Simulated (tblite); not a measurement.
Species: C4H4FO2 (doublet state).
Z-matrix (Å and degrees, GFN2-xTB geometry), rows numbered from 1:
```
C 
C   1  1.5023
O   2  1.4017  1  118.70
C   3  1.3715  2   64.68  1  -111.55
F   4  1.3793  2  116.10  3   102.95
C   4  1.4598  2  120.81  3  -108.90
O   6  1.1850  4  132.66  2  -134.87
H   1  1.0878  2  109.46  3   -84.95
H   1  1.0870  2  110.28  3    34.92
H   1  1.0871  2  109.92  3   155.66
H   2  1.0881  1  116.53  3   142.79
```

Computed with GFN2-xTB (tblite): harmonic, unscaled wavenumbers at the GFN2-xTB geometry, gas phase. Against measured fundamentals such values can be off by several per cent, at times by over 20. One conformer, not necessarily the lowest. Open shells enter through the occupations alone, without spin polarisation, and single modes of such species can be off by tens of per cent.

Harmonic wavenumbers (cm⁻¹): 97.2, 157.3, 185.9, 232.1, 248.7, 417.1, 461.3, 497.8, 548.7, 740.7, 870.0, 891.2, 988.0, 1045.1, 1064.1, 1109.7, 1143.0, 1280.7, 1394.4, 1432.2, 1459.1, 1469.3, 1925.8, 3000.0, 3039.8, 3046.6, 3054.9.

A = 4030, B = 2368, C = 1753 MHz; mass 103.020 u (most abundant isotopes); point group C1, symmetry number 1; spin multiplicity 2.

Zero-point energy?

Half the sum of the wavenumbers: 15900 cm⁻¹ = 190.21 kJ/mol.

Entropy at 298.15 K, 1 bar (ideal gas, RRHO, classical rotation)?

Translation 166.66, rotation 114.45, vibration 66.33, spin (R ln 2) 5.76: S = 353.2 J/(mol K).

And Cp and H(298.15 K) − H(0)?

Cp = 109.96 J/(mol K), of which vibrations give 76.70 (their classical limit is 27 R = 224.5); H(298.15 K) − H(0) = 21.24 kJ/mol without the zero-point energy, 11.32 from vibrations.

How do the functions run with temperature in this model?

| T (K) | S (J/(mol K)) | Cp (J/(mol K)) | H − H(0) (kJ/mol) | G − H(0) (kJ/mol) | ln q(vib) |
| --- | --- | --- | --- | --- | --- |
| 100 | 264.8 | 59.1 | 4.30 | -22.17 | 0.53 |
| 200 | 314.4 | 86.1 | 11.61 | -51.26 | 1.92 |
| 300 | 353.9 | 110.4 | 21.44 | -84.72 | 3.44 |
| 500 | 420.5 | 151.7 | 47.88 | -162.38 | 6.49 |
| 800 | 501.0 | 189.8 | 99.68 | -301.09 | 10.81 |
| 1000 | 545.1 | 205.6 | 139.30 | -405.80 | 13.46 |

q(vib) and H(0) count from the zero-point level.

Which modes carry the vibrational entropy at 298.15 K?

97.2 cm⁻¹: 14.68; 157.3 cm⁻¹: 10.80; 185.9 cm⁻¹: 9.49; 232.1 cm⁻¹: 7.79; 248.7 cm⁻¹: 7.28; 417.1 cm⁻¹: 3.77 J/(mol K); the other 21 give 12.51 together.

Hindered rotation and anharmonicity are outside this model. Other conformers, if any are populated, would add a mixing term that is left out. The structure is chiral; the term R ln 2 for an equal mix with its mirror image is left out.
